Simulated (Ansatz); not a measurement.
Wavefunction ladder for CH6BClOSi, SMILES `CB(Cl)[SiH2]O`

```xyz
11

C     0.8200    1.3804    0.6001
B     0.7132    0.2674   -0.4769
Cl    1.7810    0.3121   -1.8771
Si   -0.6078   -1.2656   -0.4755
O    -1.5575   -1.3417    0.8804
H     0.0281    2.1121    0.3785
H     0.6024    1.0063    1.6042
H     1.7680    1.9214    0.5975
H     0.1311   -2.5545   -0.5119
H    -1.4484   -1.1690   -1.7077
H    -2.2301   -0.6690    0.9884
```

Charge 0, multiplicity 1. The structure was optimised at the PBE0-D4/def2-TZVP level. It is one conformer, not always the lowest. Frozen core, restricted reference, Ansatz 0.2.0. CBS rows extrapolate triple and quadruple zeta; past MP2 they add the triple-zeta difference.

| basis | HF (Eh) | MP2 corr. | CCSD corr. | (T) | CCSD(T) total |
| --- | --- | --- | --- | --- | --- |
| def2-TZVPP | -889.50757 | -0.82568 | -0.88042 | ? | ? |
| def2-QZVPP | ? | -0.89200 | – | – | – |
| CBS(def2) | ? | ? | -0.99586 | as TZ | ? |

Fill in the withheld values. (Estimate.)

The calculation gave: def2-TZVPP (T): -0.03426; def2-TZVPP CCSD(T) total: -890.42225; def2-QZVPP HF (Eh): -889.53597; CBS(def2) HF (Eh): -889.53988; CBS(def2) MP2 corr.: -0.94112; CBS(def2) CCSD(T) total: -890.57000.
